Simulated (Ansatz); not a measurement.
Conformers of ClFH4Si2, SMILES `F[SiH2][SiH2]Cl`, each relaxed with PBE0-D4/def2-TZVP in Ansatz. CBS adds the triple-zeta coupled-cluster correction to the MP2 limit.

Not all of them had a frequency check.

Conformer A:

Z-matrix (Å, degrees):
```
Si
Si 1 2.345
F 1 1.604 2 109.5
H 1 1.487 2 110.4 3 118.9
H 1 1.485 2 110.8 3 -119.4
Cl 2 2.060 1 109.3 3 65.2
H 2 1.486 1 109.8 3 -176.2
H 2 1.484 1 112.0 3 -54.7
```

Conformer B:

Cartesian coordinates in Å:
```
F 0.991 2.102 0.345
Si 0.906 0.515 0.571
Si -0.919 -0.370 -0.606
Cl -0.872 -2.397 -0.209
H 2.171 -0.093 0.086
H 0.751 0.259 2.025
H -0.806 -0.181 -2.073
H -2.222 0.165 -0.139
```

Q: Which is lowest in electronic energy at CCSD(T)/CBS (frozen core, def2 sets), and by how much? (Best estimate.)

A: Computed: B; A lies 1.8 kJ/mol higher. Gaps under about 2 kJ/mol don't settle the order.

Q: Give the energies relative to B (kJ/mol) with PBE-D4/def2-TZVPP, ωB97M-V/def2-TZVPP, B3LYP/def2-TZVPP, MP2/def2-TZVPP, CCSD(T)/def2-TZVPP, SCS-MP2/def2-QZVPP, HF/CBS(def2). (An estimate is asked.)

A: Computed: 
| level | A |
| --- | --- |
| PBE-D4/def2-TZVPP | 1.4 |
| ωB97M-V/def2-TZVPP | 1.7 |
| B3LYP/def2-TZVPP | 1.5 |
| MP2/def2-TZVPP | 1.8 |
| CCSD(T)/def2-TZVPP | 1.6 |
| SCS-MP2/def2-QZVPP | 1.8 |
| HF/CBS(def2) | 1.5 |

B3LYP here is the variant with VWN-RPA as its local correlation; programs differ in this.
